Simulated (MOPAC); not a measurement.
MOPAC input (PM6):

```
PM6 1SCF CHARGE=1 GEO-OK AUX(PRECISION=9) THREADS=1
FO2W

W     0.06833537 1    0.12437509 1    0.10256563 1
O     1.30943601 1   -0.68607671 1   -0.68606428 1
O    -0.63794453 1   -1.05820541 1    1.06265526 1
F    -1.15874995 1    0.52783339 1   -1.17806493 1
```

Q: What heat of formation does the run end on, and which ionisation energy by Koopmans theorem?

A: 65.50 kcal/mol; 15.62 eV.
